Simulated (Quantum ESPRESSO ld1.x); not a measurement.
The mean radii <r> (bohr) of the occupied orbitals of an atom or ion are listed with their occupations. All-electron calculation, scalar-relativistic Kohn-Sham, PBE, spin-unpolarised, spherical densities, point nucleus. Program: ld1.x of Quantum ESPRESSO 7.5.

| orbital | occ. | <r> |
|---|---|---|
| 1s | 2 | 0.02150 |
| 2s | 2 | 0.09151 |
| 2p | 6 | 0.08090 |
| 3s | 2 | 0.2391 |
| 3p | 6 | 0.2378 |
| 3d | 10 | 0.2163 |
| 4s | 2 | 0.5273 |
| 4p | 6 | 0.5521 |
| 4d | 10 | 0.5792 |
| 4f | 2 | 0.6028 |

Name the element and its charge.

Answer. Z = 65, terbium, charge +17: Tb17+ in [Kr] 4d10 4f2. The 1s radius gives Z: for a bare nucleus <r> = (2 gamma + 1)/(2Z) with gamma = sqrt(1 - (Z/c)^2), 0.02124 bohr for Z = 65, and screening makes it slightly larger (0.02150 here). The occupations add up to 48, and the charge is Z minus that.
